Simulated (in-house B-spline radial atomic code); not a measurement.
Ionising Tc²⁺ with different functionals

Computed with a radial B-spline atomic code at the basis-set limit: non-relativistic Hamiltonian, point nucleus, spin-polarised at highest spin, spherical fractional occupations for the functionals, the average over the highest-spin determinants for Hartree-Fock. The ionisation energy is the difference of two self-consistent energies, [Kr] 4d5 → [Kr] 4d4, without Breit or QED terms; ε is the level of the shell that loses the electron (its least bound occupied spin orbital). There is no spin-orbit coupling in this Hamiltonian.

Hybrids are left out here: with spherical fractional occupations of an open shell their exact exchange keeps a self-interaction that integer-occupation calculations don't have.

```csv
method,rung,ΔSCF (eV),-ε(4d) (eV)
Hartree-Fock,Hartree-Fock,29.38,30.46
LDA VWN5,LDA,30.48,24.22
LDA PW92,LDA,30.47,24.21
LDA exchange-only,LDA,29.33,23.15
PBE,GGA,30.40,24.13
PBEsol,GGA,30.37,24.10
BLYP,GGA,?,?
RPBE,GGA,30.35,24.08
PW91,GGA,30.46,24.19
BP86,GGA,30.41,24.15
AM05,GGA,?,?
OLYP,GGA,30.40,24.07
TPSS,meta-GGA,30.34,24.06
SCAN,meta-GGA,30.67,24.42
r2SCAN,meta-GGA,30.73,24.47
M06-L,meta-GGA,30.35,24.06
revTPSS,meta-GGA,30.29,24.02
```

What does BLYP give?

ΔSCF 30.09 eV, and -ε(4d) = 23.81 eV.

What does AM05 give?

ΔSCF 30.33 eV, and -ε(4d) = 24.06 eV.

How do they compare with the NIST value?

NIST lists 29.550 eV (semi-empirical, ground level to ground level). Errors run from -0.22 to +1.18 eV; Hartree-Fock is closest (-0.17 eV), but part of that can be cancellation, since the calculations leave out relativity, Breit-QED terms, multiplet and fine-structure energies. Hartree-Fock also lacks correlation.
